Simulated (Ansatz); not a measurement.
F3Y, charge -1, doublet, geometry from GFN2-xTB (such geometries of metal compounds can be far from the true shape) (the multiplicity is a formal guess) (all electrons, no relativity) (a gas-phase anion, which may not be bound at this level). Base run: Ansatz (a program for electronic structure) with B3LYP/3-21G.

Ansatz was given this input:
Ansatz 0.2 input:
```yaml
crystal:
  periodic: [false, false, false]
  atoms:
    - {symbol: Y, position_ang: [-0.00000000, 0.00000000, 0.00000000]}
    - {symbol: F, position_ang: [-1.62428947, -0.99994694, 0.07133279]}
    - {symbol: F, position_ang: [0.01095985, 1.74950132, -0.76316679]}
    - {symbol: F, position_ang: [1.61332963, -0.74955438, 0.69183400]}
basis:
  gaussian:
    orbitals: 3-21G.json
hamiltonian:
  xc: b3lyp
total_charge: -1
magnetization: {spin_polarized: true, initial_magnetization: 1}
```
The basis file holds 3-21G in the JSON format of the Basis Set Exchange.

Variants of this job, named by their change:

```json
[
 {"change": "base", "basis functions": "66", "E (Eh)": "-3616.08752"},
 {"change": "basis = jorge-DZP-DKH; relativity = spin-free X2C", "basis functions": "93", "E (Eh)": "-3684.97427"},
 {"change": "basis = x2c-TZVPall; relativity = spin-free X2C; nucleus = Gaussian", "basis functions": "156", "E (Eh)": "-3685.27559"},
 {"change": "basis = jorge-DZP-DKH; relativity = none", "basis functions": "93", "E (Eh)": "-3616.72826"},
 {"change": "basis = ANO-RCC-VDZP; relativity = spin-free X2C", "basis functions": "85", "E (Eh)": "-3685.22531"},
 {"change": "basis = jorge-DZP-DKH; relativity = spin-free X2C; nucleus = Gaussian", "basis functions": "93", "E (Eh)": "-3684.93974"},
 {"change": "basis = x2c-TZVPall; relativity = none", "basis functions": "156", "E (Eh)": "-3604.22975"},
 {"change": "basis = ANO-RCC-VDZP; relativity = spin-free X2C; nucleus = Gaussian", "basis functions": "85", "E (Eh)": "-3685.18643"},
 {"change": "basis = ANO-RCC-VDZP; relativity = none", "basis functions": "85", "E (Eh)": "-3593.22247"},
 {"change": "basis = x2c-TZVPall; relativity = spin-free X2C", "basis functions": "156", "E (Eh)": "-3685.30851"}
]
```

Total energies compare only within one method and basis.

Ansatz warned in this series: the basis is contracted for relativity, which the run leaves out.

A gas-phase anion may not be bound at this level; its values then depend on the basis.

Basis sets contracted for a relativistic Hamiltonian are a mismatch without it, so the rows without relativity aren't non-relativistic limits. No row has spin-orbit coupling; sets with core potentials leave out the core electrons.
